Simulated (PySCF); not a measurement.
borohydride (BH₄), SMILES [BH4-], charge -1.

Coordinates come from a B3LYP-D3(BJ)/def2-TZVPD optimisation.

Estimates of the vertical detachment energy (IE) of the anion in eV. Rows of orbital energies are one-electron estimates, which approximate functionals can put far too low.

```
level                                               IE
------------------------------------------------  ----
−ε(HOMO), −ε(LUMO), CAM-B3LYP/def2-TZVPD (PySCF)  3.39
−ε(HOMO), −ε(LUMO), M06-2X/def2-TZVPD (PySCF)     3.12
EOM-CCSD/aug-cc-pVDZ (PySCF)                      4.59
```
